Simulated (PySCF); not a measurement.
# Reading the logs of faulty runs: AlB2H7Si

All numbers below are calculated, not measured. The program is PySCF 2.14.0, an open-source quantum chemistry code, run on an isolated molecule that a program drew, which may never have been made. The molecule is AlB2H7Si (charge 0, singlet), drawn as the SMILES string `B[B]([AlH2])[SiH3]`.

Each row is a Hartree-Fock (HF) and frozen-core CCSD(T) single point in the cc-pV(D+d)Z basis, meant for a local HF minimum. Run 1 is clean. Each other run has one planted mistake out of seven kinds, and not every kind appears here: one electron removed, one electron added, multiplicity raised by two, geometry at a saddle point, minimal basis STO-3G, one bond length entered in bohr, all coordinates scaled. The reference is restricted for singlets and unrestricted otherwise, and also for a bond in bohr. Adding or removing an electron swaps singlet and doublet. Electrons count all cores. HOMO and LUMO are orbital energies over both spins, the gradient is its largest component, and the lowest frequency (negative if imaginary) is given only where the gradient is small. Bond lengths are over the 10 bonds as drawn. T1 is the CCSD diagnostic: over 0.02 (restricted) or 0.045 (unrestricted) a single reference is doubtful.

Geometry of the clean run:
```xyz
11
AlB2H7Si, angstrom
B    -0.8518    0.5723   -2.6398
B     0.2384    0.4575   -1.4128
Al    2.3337    0.7105   -1.7675
Si   -0.4008    0.0020    0.4726
H    -1.1809   -0.3881   -3.2878
H    -1.3402    1.6329   -2.9370
H     3.2552   -0.5371   -2.0891
H     2.9812    2.1538   -1.6812
H    -1.8077    0.3849    0.7465
H     0.4416    0.6192    1.5291
H    -0.2818   -1.4750    0.5949
```

| run | electrons | basis functions | <S^2> | HOMO (eV) | LUMO (eV) | gradient (hartree/bohr) | lowest frequency (cm^-1) | mean bond (Å) | longest bond (Å) | T1 | HF (hartree) | CCSD(T) (hartree) | mistake |
|---|---|---|---|---|---|---|---|---|---|---|---|---|---|
| 1 | 44 | 109 | 0.000 | -9.89 | 0.88 | 1.3e-05 | 62 | 1.5861 | 2.140 | 0.0163 | -584.22910 | -584.64205 | no fault |
| 2 | 44 | 109 | 2.030 | -7.45 | -1.11 | 3.6e-02 | - | 1.5861 | 2.140 | 0.0219 | -584.14038 | -584.54385 | multiplicity raised by two |
| 3 | 44 | 109 | 0.706 | -9.58 | 0.63 | 1.7e-02 | - | 1.6933 | 2.276 | 0.0559 | -584.11574 | -584.52814 | one bond length entered in bohr |
| 4 | 45 | 109 | 0.761 | -1.14 | 5.25 | 4.0e-02 | - | 1.5861 | 2.140 | 0.0184 | -584.22550 | -584.66233 | ? |

**Which mistake was planted in run 4, and what did it cost?**

It counts 45 electrons, one more than the clean run, at the same geometry and basis. So the mistake is: one electron added. Subtracting run 1 and multiplying by 627.51 kcal/mol a hartree, the energy moved by 2.3 kcal/mol in HF and -12.7 kcal/mol in CCSD(T).

Cautions from the logs. Run 3: T1 is over the limit, so its CCSD(T) energy is less reliable.
